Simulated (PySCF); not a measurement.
## Ionisation energy along the 2-electron series

Calculated with PySCF 2.14 and a two-component X2C-1e Hamiltonian (Gaussian nucleus, no Breit or QED terms), each ion in its own even-tempered basis scaled to its charge; GMP2 freezes nothing and drops the highest virtual spinors. Values in eV. NIST values: (m) measured, (s) semi-empirical, (t) theoretical.

```tsv
ion	configuration	GHF (screened spin-orbit)	GMP2 (screened spin-orbit)	NIST
Cu²⁷⁺	1s2	11070.6	11072.0	11062.4 (t)
Zn²⁸⁺	1s2	11874.3	11875.6	11864.9 (t)
Ga²⁹⁺	1s2	12707.1	12708.4	12696.6 (t)
Ge³⁰⁺	1s2	13569.2	13570.6	13557.4 (t)
As³¹⁺	1s2	14460.9	14462.2	14447.7 (t)
Se³²⁺	1s2	15382.1	15383.5	15367.5 (t)
Br³³⁺	1s2	16333.2	16334.6	16317.0 (t)
Kr³⁴⁺	1s2	17314.3	17315.7	17296.4 (t)
```

Between Z = 29 and Z = 36 the GMP2 (screened spin-orbit) value grows as Z to the power 2.07.
